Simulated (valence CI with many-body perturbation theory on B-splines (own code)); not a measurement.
Values are calculated unless marked as measured or tabulated.
Level structure of Pb11+

Level of theory: configuration interaction combined with many-body perturbation theory (CI+MBPT): three valence electrons over a frozen Dirac-Fock core [Xe] 4f14, a basis of 9 s, 9 p, 10 d, 8 f, 5 g, 3 h, 1 i functions for each j, with the one-electron correlation potential Σ1, the two-electron term Σ2, the three-electron term Σ3, Breit, model QED; selected CI, second order for the rest, scaled by the run's own slope (own B-spline code, finite nucleus).

No measured spectrum was set against this ion. As an estimate, terms of the open shell hold to 2 to 4 % of their energy, and close levels can change places. Core correlation moves these levels by up to 11000 cm⁻¹, and in measured spectra 5 to 20 % of such shifts remained as error; rates that hang on mixing are uncertain with them. The list stops below the first excitations out of the core. Only levels of the ground parity were solved; by the run's estimate the other parity begins above the list, which can be wrong where configurations are misplaced.

Levels 1 to 27 of 27, with energies above the lowest level, (5d3/2^3) J=3/2. "Leading %" is the weight of the configuration and term that name the level; weights of strongly mixed levels are sums over their largest components and can fall short. In the jj column 3d3/2^4 stands for four electrons in 3d with j = 3/2.

| No. | Configuration | Term | J | E (cm⁻¹) | Leading % | g | Second component | Leading jj |
| --- | --- | --- | --- | --- | --- | --- | --- | --- |
| 1 | 5d3 | 4F | 3/2 | 0 | 66 | 0.586 | 26 % 5d3 2D | 5d3/2^3 (88 %) |
| 2 | 5d3 | 4F | 5/2 | 20710 | 90 | 1.045 | 9 % 5d3 2D | 5d3/2^2 5d5/2 (95 %) |
| 3 | 5d3 | 4P | 3/2 | 30388 | 43 | 1.296 | 32 % 5d3 2P | 5d3/2^2 5d5/2 (91 %) |
| 4 | 5d3 | 4F | 7/2 | 31094 | 60 | 1.117 | 32 % 5d3 2G | 5d3/2^2 5d5/2 (80 %) |
| 5 | 5d3 | 2G | 9/2 | 34257 | 42 | 1.102 | 32 % 5d3 2H | 5d3/2^2 5d5/2 (92 %) |
| 6 | 5d3 | 4P | 1/2 | 35506 | 65 | 1.971 | 35 % 5d3 2P | 5d3/2^2 5d5/2 (98 %) |
| 7 | 5d3 | 4P | 5/2 | 54455 | 76 | 1.478 | 16 % 5d3 2D | 5d3/2^2 5d5/2 (59 %) |
| 8 | 5d3 | 2G | 7/2 | 54696 | 57 | 1.033 | 39 % 5d3 4F | 5d3/2 5d5/2^2 (87 %) |
| 9 | 5d3 | 4F | 9/2 | 58008 | 52 | 1.131 | 47 % 5d3 2H | 5d3/2 5d5/2^2 (85 %) |
| 10 | 5d3 | 2D | 3/2 | 64433 | 42 | 1.163 | 41 % 5d3 4P | 5d3/2 5d5/2^2 (97 %) |
| 11 | 5d3 | 2P | 1/2 | 67248 | 65 | 1.363 | 35 % 5d3 4P | 5d3/2 5d5/2^2 (98 %) |
| 12 | 5d3 | 2H | 11/2 | 70395 | 100 | 1.090 |  | 5d3/2 5d5/2^2 (100 %) |
| 13 | 5d3 | 2D | 5/2 | 74685 | 80 | 1.153 | 12 % 5d3 2F | 5d3/2 5d5/2^2 (62 %) |
| 14 | 5d3 | 2F | 5/2 | 78243 | 61 | 1.048 | 23 % 5d3 2D | 5d3/2 5d5/2^2 (88 %) |
| 15 | 5d3 | 2F | 7/2 | 82000 | 89 | 1.118 | 10 % 5d3 2G | 5d3/2 5d5/2^2 (93 %) |
| 16 | 5d3 | 2G | 9/2 | 89986 | 57 | 1.119 | 22 % 5d3 4F | 5d5/2^3 (92 %) |
| 17 | 5d3 | 2P | 3/2 | 94205 | 52 | 1.156 | 35 % 5d3 2D | 5d5/2^3 (61 %) |
| 18 | 5d3 | 2D | 3/2 | 114790 | 90 | 0.860 | 6 % 5d3 2P | 5d3/2 5d5/2^2 (60 %) |
| 19 | 5d3 | 2D | 5/2 | 122410 | 72 | 1.159 | 19 % 5d3 2F | 5d5/2^3 (83 %) |
| 20 | 5d2.6s | 4F | 3/2 | 366000 | 85 | 0.465 | 14 % 5d2.6s 2D | 5d3/2^2 6s (95 %) |
| 21 | 5d2.6s | 4F | 5/2 | 370510 | 55 | 1.023 | 26 % 5d2.6s 2F | 5d3/2^2 6s (93 %) |
| 22 | 5d2.6s | 4P | 1/2 | 392480 | 74 | 2.344 | 15 % 5d2.6s 2S | 5d3/2^2 6s (88 %) |
| 23 | 5d2.6s | 4F | 7/2 | 394500 | 89 | 1.226 | 10 % 5d2.6s 2F | 5d3/2 5d5/2 6s (98 %) |
| 24 | 5d2.6s | 2F | 5/2 | 398960 | 45 | 0.988 | 43 % 5d2.6s 4F | 5d3/2 5d5/2 6s (94 %) |
| 25 | 5d2.6s | 4F | 9/2 | 408230 | 65 | 1.256 | 35 % 5d2.6s 2G | 5d3/2 5d5/2 6s (79 %) |
| 26 | 5d2.6s | 4P | 3/2 | 408240 | 79 | 1.526 | 15 % 5d2.6s 2D | 5d3/2 5d5/2 6s (98 %) |
| 27 | 5d2.6s | 4P | 5/2 | 408540 | 50 | 1.317 | 25 % 5d2.6s 2D | 5d3/2 5d5/2 6s (99 %) |

Where two levels of one J and parity lie close, their mixing, g and order are uncertain.

The ionisation energy to 5d2 3F_2 of the next ion comes out as 203.71 eV (NIST: 203 ± 2.5 eV (theoretical)). All 27 levels together are meant to be complete up to 410090 cm⁻¹.
